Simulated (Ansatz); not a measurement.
Ansatz (a quantum-chemistry and plane-wave program) input (CCSD(T)/6-31G*):

Ansatz 0.2 input:
```yaml
crystal:
  periodic: [false, false, false]
  atoms:
    - {symbol: V, position_ang: [0.12829121, -0.11499646, -0.26510166]}
    - {symbol: O, position_ang: [-1.27263217, -0.83399901, 0.09249602]}
    - {symbol: O, position_ang: [-0.47790844, 1.36650816, -0.47745313]}
    - {symbol: F, position_ang: [1.22818079, -0.17946162, 1.01966612]}
basis:
  gaussian:
    orbitals: 6-31G*
total_charge: 1
magnetization: {spin_polarized: true, initial_magnetization: 1}
correlation: {method: ccsd_t, electrons: outside_noble_gas}
```

Output:

```
Functional definition: HF
integrals: 0.11 GiB planned
768 factors; integrals over basis functions are off by at most 7.7e-4 eV
mean field: 0.34 GiB planned
mean field evaluation 1: about -32399.0037 eV, gradient 7.4e1 eV
mean field evaluation 2: about -32399.0347 eV, gradient 7.4e1 eV
mean field evaluation 4: about -32419.0019 eV, gradient 3.6e1 eV
mean field evaluation 8: about -32424.5601 eV, gradient 2.2e0 eV
mean field evaluation 16: about -32424.7815 eV, gradient 1.6e-1 eV
mean field evaluation 32: about -32424.7820 eV, gradient 3.4e-2 eV
mean field evaluation 64: about -32383.2336 eV, gradient 8.4e1 eV
mean field evaluation 96: about -32423.7992 eV, gradient 3.1e0 eV
mean field evaluation 128: about -32417.7674 eV, gradient 3.9e0 eV
mean field evaluation 160: about -32421.8993 eV, gradient 3.3e-2 eV
mean field evaluation 192: about -32421.8520 eV, gradient 2.5e-1 eV
mean field evaluation 224: about -32423.4867 eV, gradient 8.6e-1 eV
mean field evaluation 256: about -32424.7801 eV, gradient 2.3e-1 eV
mean field evaluation 288: about -32413.0294 eV, gradient 2.2e1 eV
mean field evaluation 320: about -32423.8187 eV, gradient 2.9e-2 eV
mean field evaluation 352: about -32424.6452 eV, gradient 9.3e-1 eV
mean field evaluation 384: about -32417.2423 eV, gradient 3.3e1 eV
mean field evaluation 416: about -32169.5500 eV, gradient 3.0e2 eV
mean field evaluation 448: about -32424.7819 eV, gradient 9.9e-3 eV
mean field evaluation 480: about -32399.0037 eV, gradient 7.4e1 eV
mean field evaluation 512: about -32422.7080 eV, gradient 1.2e0 eV
mean field evaluation 544: about -32424.6800 eV, gradient 1.2e0 eV
mean field evaluation 576: about -32423.9848 eV, gradient 2.0e0 eV
mean field evaluation 608: about -32420.5086 eV, gradient 6.6e0 eV
mean field evaluation 640: about -32413.0208 eV, gradient 2.7e1 eV
mean field evaluation 672: about -32423.5459 eV, gradient 5.7e-1 eV
mean field evaluation 704: about -32423.6007 eV, gradient 1.0e0 eV
mean field evaluation 736: about -32423.2628 eV, gradient 3.7e0 eV
mean field evaluation 768: about -32424.8582 eV, gradient 4.9e-1 eV
mean field evaluation 800: about -32423.1386 eV, gradient 2.5e-1 eV
mean field evaluation 832: about -32423.1441 eV, gradient 2.1e-1 eV
mean field evaluation 864: about -32423.2027 eV, gradient 4.8e-1 eV
mean field evaluation 896: about -32423.3442 eV, gradient 2.0e0 eV
mean field evaluation 928: about -32422.8757 eV, gradient 3.9e0 eV
mean field evaluation 960: about -32418.5157 eV, gradient 2.0e1 eV
mean field evaluation 992: about -32422.7458 eV, gradient 2.2e0 eV
mean field evaluation 1024: about -32419.4629 eV, gradient 1.5e1 eV
mean field evaluation 1056: about -32424.1778 eV, gradient 3.7e-2 eV
mean field evaluation 1088: about -32422.7372 eV, gradient 2.6e0 eV
mean field evaluation 1120: about -32423.5797 eV, gradient 4.1e-1 eV
mean field evaluation 1152: about -32412.0433 eV, gradient 4.2e1 eV
mean field evaluation 1184: about -32419.1009 eV, gradient 1.6e1 eV
mean field evaluation 1216: about -32412.8215 eV, gradient 3.4e1 eV
mean field evaluation 1248: about -32420.5856 eV, gradient 1.5e1 eV
mean field evaluation 1280: about -32424.7820 eV, gradient 2.7e-6 eV
mean field -32424.86869688 eV, -1191.5919462450 hartree, gradient 2.8e-6 eV, S^2 2.128320; 24 other end points of the search recorded, 0 dependent functions left out
determinant -32424.86869688 eV, -1191.5919462450 hartree, with singles and doubles -32443.61191293 eV, -1192.2807467303 hartree
determinant -32424.78201626 eV, -1191.5887607908 hartree, with singles and doubles -32443.71611335 eV, -1192.2845760248 hartree
determinant -32424.78195171 eV, -1191.5887584186 hartree, with singles and doubles -32443.72315072 eV, -1192.2848346437 hartree
determinant -32424.17854982 eV, -1191.5665838085 hartree, with singles and doubles -32442.62229023 eV, -1192.2443787668 hartree
determinant -32423.81888735 eV, -1191.5533664562 hartree, with singles and doubles -32441.72684107 eV, -1192.2114716170 hartree
determinant -32423.65878029 eV, -1191.5474826303 hartree, with singles and doubles -32443.44926822 eV, -1192.2747696474 hartree
determinant -32422.56092903 eV, -1191.5071373409 hartree, with singles and doubles -32439.49739699 eV, -1192.1295410582 hartree
determinant -32421.92154326 eV, -1191.4836403469 hartree, with singles and doubles -32438.93911882 eV, -1192.1090247141 hartree
determinant -32421.90298899 eV, -1191.4829584901 hartree, with singles and doubles -32438.66065002 eV, -1192.0987911742 hartree
determinant -32421.76637852 eV, -1191.4779381481 hartree, with singles and doubles -32439.59197972 eV, -1192.1330169096 hartree
determinant -32424.86869688 eV, -1191.5919462450 hartree, with singles and doubles -32443.90605671 eV, -1192.2915563148 hartree
determinant -32424.78201626 eV, -1191.5887607908 hartree, with singles and doubles -32443.86275120 eV, -1192.2899648666 hartree
determinant -32424.78195171 eV, -1191.5887584186 hartree, with singles and doubles -32443.86595376 eV, -1192.2900825586 hartree
determinant -32423.65878029 eV, -1191.5474826303 hartree, with singles and doubles -32443.81676383 eV, -1192.2882748618 hartree
12 core orbitals not correlated
reference -32424.78201626 eV, -1191.5887607908 hartree; 12, 11 occupied and 57, 58 virtual orbitals, 768 factors
second order -17.90287805 eV of doubles, -0.00000000 eV of singles
coupled cluster: 0.40 GiB planned
cycle   1  -19.08072356 eV  change    1.1e-5 eV  update   6.0e-6
coupled cluster: 0.40 GiB planned
perturbative correction -1.39753320 eV, -0.0513583977 hartree
WARN: the results are in doubt because among natural orbitals full CI differs from the method by -0.093 eV
Total energy: -32445.26027302 eV, -1192.3413228461 hartree
In doubt: among natural orbitals full CI differs from the method by -0.093 eV
```

The spin state was set by rule; other spins were not relaxed.

The program attaches cautions to this result: large difference.

The determinant is spin-contaminated: <S^2> is 1.66 against 0.75 for a pure state.
